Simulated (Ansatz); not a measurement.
One change: `[CH3][In]([Br])[Br]` becomes `[CH3][In]([Cl])[Br]`.

Ansatz, PBE0-D4/def2-TZVP geometries, multiplicity 1. 

Elements past krypton have def2 core potentials. Scalar relativity is left out up to krypton.

```
                                          property  `[CH3][In]([Br])[Br]`
           HOMO–LUMO gap (ωB97M-V/def2-TZVPP) / eV                  10.23
                 HOMO energy (PBE/def2-TZVPP) / eV                  -6.90
size of the dipole moment (ωB97M-V/def2-TZVPP) / D                   3.35
              HOMO–LUMO gap (PBE0/def2-TZVPP) / eV                   6.37
             HOMO energy (ωB97M-V/def2-TZVPP) / eV                 -10.29
               HOMO energy (B3LYP/def2-TZVPP) / eV                  -7.89
```

(1) Give the same properties after the change, and the shifts. (Estimate.)

## Answers

(1) Ansatz gave: 
```
                                          property  `[CH3][In]([Cl])[Br]`  shift
           HOMO–LUMO gap (ωB97M-V/def2-TZVPP) / eV                  10.39   0.16
                 HOMO energy (PBE/def2-TZVPP) / eV                  -6.96  -0.06
size of the dipole moment (ωB97M-V/def2-TZVPP) / D                   3.50   0.15
              HOMO–LUMO gap (PBE0/def2-TZVPP) / eV                   6.52   0.15
             HOMO energy (ωB97M-V/def2-TZVPP) / eV                 -10.39  -0.10
               HOMO energy (B3LYP/def2-TZVPP) / eV                  -7.95  -0.06
```

With PBE0 the HOMO falls by 0.07 eV and the LUMO rises by 0.07 eV, so the gap widens by about 0.14 eV. PBE moves the HOMO by -0.06 eV and ωB97M-V by -0.10 eV. Dipoles are sizes alone; their direction can turn.

B3LYP here is the variant with VWN-RPA as its local correlation; programs differ in this.

Spin–orbit coupling is left out; it splits and shifts lone-pair levels of the heavy atoms by tenths of an eV.
